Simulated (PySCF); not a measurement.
Gas-phase reaction: 2 SnCl₂ + C₂Cl₄ ⇌ 2 SnCl₄ + 2 C

Computed with PySCF and rigid-rotor harmonic-oscillator thermochemistry at 1 bar. † marks an energy on the PBE0/def2-TZVP geometry and frequencies; other levels use their own. CCSD(T) freezes the core. Open shells (unrestricted): C (multiplicity 3, electronic degeneracy 9); the rest are closed-shell singlets. Spin-orbit splitting is ignored; it lowers the true energy and changes the entropy of C. Sn: scalar-relativistic def2 core potential, no spin-orbit coupling. CCSD(T) isn't extrapolated to the basis-set limit; its ΔH°(298 K) is 809.8 kJ in def2-SVP and 830.1 kJ in def2-TZVPP. The harmonic model lacks anharmonicity and excited electronic states, which grow with temperature; levels with a mode under 35 cm⁻¹ are left out. Soft modes under 120 cm⁻¹ make the harmonic entropy rough for SnCl₂, C₂Cl₄, SnCl₄.

ΔH° and ΔS° at 298 K: BLYP/def2-TZVP† 987 kJ, 100 J/K; CCSD(T)/def2-TZVPP† 830 kJ, 100 J/K; PBE/def2-SVP 1062 kJ, 101 J/K; PBE/def2-TZVP† 1042 kJ, 100 J/K.

### Question
With the heat capacities included, give log10 K (1 bar) at 600, 1400, 1600, 1800, 2500 K from BLYP/def2-TZVP†, CCSD(T)/def2-TZVPP†, PBE/def2-SVP, PBE/def2-TZVP†.

### Answer
| T (K) | BLYP/def2-TZVP† | CCSD(T)/def2-TZVPP† | PBE/def2-SVP | PBE/def2-TZVP† |
|---|---|---|---|---|
| 600 | -80.3 | -66.7 | -86.9 | -85.2 |
| 1400 | -30.6 | -24.7 | -33.4 | -32.7 |
| 1600 | -25.9 | -20.8 | -28.3 | -27.7 |
| 1800 | -22.2 | -17.7 | -24.4 | -23.8 |
| 2500 | -14.0 | -10.7 | -15.5 | -15.1 |
